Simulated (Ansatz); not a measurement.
`C=C[SiH](F)C=C` → `C=CC=C` + `F[SiH]` at 298.15 K and 1 bar (silylene formation by 1,1-elimination).

Program: Ansatz. Geometries: PBE0-D4/def2-TZVP. ΔE: electronic, gas phase. CCSD(T)/CBS is the MP2 limit (def2-TZVPP, def2-QZVPP) plus CCSD(T) − MP2 in def2-TZVPP, frozen cores. This one scheme is used for every species. One conformer a species, not always the lowest.

| species | CCSD(T)/CBS energy (Eh) | H − E (kJ/mol) | S (J/(mol·K)) |
| --- | --- | --- | --- |
| `C=C[SiH](F)C=C` | -545.32671 | 278.2 | 366.3 |
| `C=CC=C` | -155.77789 | 238.6 | 276.6 |
| `F[SiH]` | -389.46371 | 32.3 | 239.1 |

H − E and S are ideal-gas, rigid-rotor, harmonic terms from PBE0-D4/def2-TZVP, for one conformer and one mirror image of each species. 1 Eh = 2625.50 kJ/mol, R = 8.31446 J/(mol·K).

Problem. By hand: ΔE, ΔH, ΔS and ΔG.

Solution. ΔE = (-155.77789) + (-389.46371) − (-545.32671) = 0.08511 Eh = 223.5 kJ/mol. Δ(H − E) = 238.6 + 32.3 − 278.2 = -7.3, so ΔH = 216.2 kJ/mol. ΔS = 276.6 + 239.1 − 366.3 = 149.4 J/(mol·K). ΔG = 216.2 − 298.15 × (149.4)/1000 = 171.7 kJ/mol.

Problem. By hand: the equilibrium constant, and the temperature at which ΔG would vanish if ΔH and ΔS stayed fixed.

Solution. log₁₀ K = −ΔG/(RT ln 10) = -30.1. ΔG = 0 at ΔH/ΔS = 1447 K.

The number of gas molecules changes by +1, which sets the sign of ΔS. A doubt of 5 kJ/mol in ΔE shifts log₁₀ K by 0.9 here. Other conformers and mirror images would add mixing entropy, several J/(mol·K) or more a flexible species. These are equilibria of isolated gas molecules and say nothing of rates. Largest T1 diagnostic: 0.015 (customary marks: 0.02 for closed shells, 0.045 for open ones).
